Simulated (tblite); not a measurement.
A geometry optimisation, step by step.

Species: C6H9OS (doublet state).
SMILES with atom numbers: `[O:1]=[C:2][CH2:3]/[CH:4]=[CH:5]\[CH2:6][CH2:7][SH:8]` (hydrogens: H9, H10 on C3; H11 on C4; H12 on C5; H13, H14 on C6; H15, H16 on C7; H17 on S8)
Bond orders are those of one Lewis drawing.

Computed with GFN2-xTB (tblite), gas phase: L-BFGS steps from a force-field or distance-geometry start until the largest atomic force falls under 0.01 eV/Å. 4 of its 165 geometries are shown.

Step 0: E = -669.4478 eV, largest atomic force 4.204 eV/Å
```
atom  x, y, z in Å  |  force x, y, z in eV/Å
O1     -3.934   -0.044    1.470   -2.044   0.908   0.994
C2     -2.959   -0.401    0.938    3.537  -1.493  -1.712
C3     -1.714   -0.875    0.296   -1.453   0.671   0.220
C4     -1.212    0.180   -0.671    0.362  -0.132   0.046
C5     -0.061    0.862   -0.584   -0.304  -0.011  -0.266
C6      0.981    0.797    0.489   -0.172   0.164   0.397
C7      2.328    0.236    0.012   -0.256   0.287   0.492
S8      2.246   -1.540   -0.367   -0.092  -0.091  -0.174
H9     -1.927   -1.789   -0.273   -0.163   0.003   0.070
H10    -0.986   -1.140    1.054    0.231   0.082   0.196
H11    -1.861    0.364   -1.521    0.037  -0.018   0.195
H12     0.144    1.575   -1.387    0.030  -0.134   0.325
H13     0.630    0.249    1.381    0.126  -0.032  -0.452
H14     1.158    1.825    0.836    0.087  -0.037  -0.094
H15     3.073    0.372    0.806   -0.121  -0.282  -0.132
H16     2.681    0.767   -0.860    0.042   0.080  -0.344
H17     1.404   -1.427   -1.410    0.152   0.035   0.239
```

Step 55: E = -670.0989 eV, largest atomic force 0.026 eV/Å
```
atom  x, y, z in Å  |  force x, y, z in eV/Å
O1     -3.578    0.339    0.992    0.019  -0.003   0.012
C2     -2.767   -0.518    1.113   -0.022   0.010   0.006
C3     -1.604   -0.977    0.300    0.012  -0.007  -0.009
C4     -1.166    0.087   -0.654   -0.014   0.010   0.004
C5     -0.117    0.892   -0.513   -0.003   0.004  -0.018
C6      0.928    0.838    0.557   -0.025   0.005  -0.002
C7      2.238    0.269    0.011   -0.020   0.009   0.008
S8      2.108   -1.508   -0.397    0.003  -0.012   0.003
H9     -1.968   -1.858   -0.235   -0.002  -0.013  -0.006
H10    -0.807   -1.304    0.968    0.015   0.000  -0.002
H11    -1.842    0.250   -1.483   -0.002  -0.005   0.000
H12     0.058    1.644   -1.272    0.005   0.013  -0.008
H13     0.599    0.245    1.409    0.014  -0.022  -0.004
H14     1.124    1.854    0.912    0.012   0.002  -0.013
H15     3.029    0.326    0.757   -0.008  -0.003  -0.003
H16     2.551    0.796   -0.890    0.020  -0.001   0.014
H17     1.207   -1.362   -1.368   -0.004   0.012   0.017
```

Step 109: E = -670.1093 eV, largest atomic force 0.029 eV/Å
```
atom  x, y, z in Å  |  force x, y, z in eV/Å
O1     -3.085    0.464    1.415    0.008   0.028  -0.004
C2     -2.535   -0.561    1.185   -0.003  -0.023   0.008
C3     -1.557   -1.028    0.164    0.004  -0.009  -0.014
C4     -1.163    0.070   -0.775   -0.019   0.008  -0.008
C5     -0.158    0.924   -0.598    0.010  -0.012   0.000
C6      0.831    0.894    0.526    0.001  -0.001   0.007
C7      2.151    0.253    0.102    0.009   0.006   0.001
S8      1.993   -1.534   -0.244   -0.007   0.000   0.000
H9     -2.038   -1.849   -0.373   -0.008  -0.005   0.002
H10    -0.704   -1.450    0.699   -0.002   0.012   0.004
H11    -1.827    0.209   -1.617   -0.012   0.001  -0.016
H12     0.012    1.694   -1.339   -0.008  -0.013   0.009
H13     0.429    0.358    1.386    0.006  -0.005   0.010
H14     1.046    1.919    0.839   -0.004   0.007   0.001
H15     2.884    0.317    0.905    0.015  -0.008   0.004
H16     2.557    0.726   -0.792    0.001   0.019  -0.002
H17     1.158   -1.395   -1.273    0.007  -0.005  -0.002
```

Step 164: E = -670.1152 eV, largest atomic force 0.010 eV/Å
```
atom  x, y, z in Å  |  force x, y, z in eV/Å
O1     -2.626    0.598    1.645   -0.001   0.003  -0.001
C2     -2.431   -0.495    1.227    0.000   0.002   0.005
C3     -1.617   -1.052    0.109   -0.001  -0.001  -0.001
C4     -1.181    0.016   -0.847   -0.001   0.003   0.004
C5     -0.180    0.869   -0.645    0.004  -0.002  -0.001
C6      0.754    0.871    0.525    0.000   0.000  -0.004
C7      2.120    0.295    0.154   -0.004   0.003   0.000
S8      2.043   -1.490   -0.232   -0.003   0.004  -0.002
H9     -2.207   -1.819   -0.393   -0.003  -0.004  -0.009
H10    -0.768   -1.551    0.585    0.008  -0.001   0.004
H11    -1.804    0.131   -1.723    0.000   0.001   0.003
H12     0.027    1.619   -1.397    0.003  -0.002   0.003
H13     0.340    0.306    1.361    0.003   0.002  -0.004
H14     0.904    1.902    0.857   -0.001  -0.005   0.000
H15     2.812    0.368    0.993   -0.006   0.000  -0.004
H16     2.548    0.804   -0.710   -0.001  -0.002   0.004
H17     1.258   -1.361   -1.300    0.002  -0.001   0.003
```

Problem. Summarise the path.

Solution. The energy falls by 0.6674 eV from step 0 to step 164; nine tenths of that is first reached at step 22. It rises by more than 0.2 meV at steps 1, 7 and 10. The largest force goes from 4.204 to 0.010 eV/Å. Among the bonds C3–C4 changes most (a near tie, within 0.001 Å, with another), from 1.517 to 1.498 Å; the atoms move by 0.475 Å rms after alignment.

Problem. Follow the three bonds and two angles with the largest change from start to end.

Solution. 
```
step  E above end (eV)  largest force (eV/Å)  C3–C4 (Å)  O1=C2 (Å)  C6–H13 (Å)  O1–C2–C3 (°)  C2–C3–H10 (°)
   0            0.6674                 4.204      1.517      1.167       1.104         178.5          109.9
   7            0.5824                 4.632      1.478      1.230       1.087         151.1          101.7
  14            0.1608                 0.869      1.515      1.194       1.091         141.9          104.0
  21            0.0677                 0.298      1.494      1.190       1.090         136.0          108.1
  29            0.0335                 0.113      1.495      1.187       1.088         134.2          108.8
  36            0.0229                 0.132      1.495      1.185       1.090         133.9          109.5
  43            0.0196                 0.056      1.494      1.186       1.091         134.4          109.4
  50            0.0170                 0.043      1.495      1.186       1.090         134.3          109.3
  57            0.0160                 0.032      1.494      1.186       1.090         134.4          109.0
  64            0.0146                 0.036      1.495      1.186       1.090         134.6          109.0
  71            0.0136                 0.032      1.495      1.186       1.090         134.6          108.7
  78            0.0130                 0.045      1.495      1.185       1.090         134.6          108.7
  86            0.0116                 0.053      1.494      1.186       1.090         134.7          108.2
  93            0.0076                 0.127      1.497      1.187       1.090         134.9          108.0
 100            0.0066                 0.041      1.497      1.186       1.090         135.0          107.7
 107            0.0061                 0.017      1.497      1.186       1.090         135.0          107.5
 114            0.0048                 0.189      1.497      1.184       1.091         134.3          106.3
 121            0.0033                 0.031      1.497      1.186       1.090         134.6          106.0
 128            0.0021                 0.144      1.497      1.188       1.090         134.4          105.8
 135            0.0011                 0.020      1.497      1.186       1.090         134.3          105.5
 143            0.0004                 0.018      1.498      1.186       1.090         134.3          105.6
 150            0.0002                 0.018      1.498      1.186       1.090         134.2          105.4
 157            0.0001                 0.017      1.498      1.186       1.090         134.2          105.4
 164            0.0000                 0.010      1.498      1.186       1.090         134.3          105.6
```

The cost below is that of the whole relaxation. Time: 1.1 s of wall time. Hardware: one thread, Arm Neoverse V1 (aarch64), shared host.
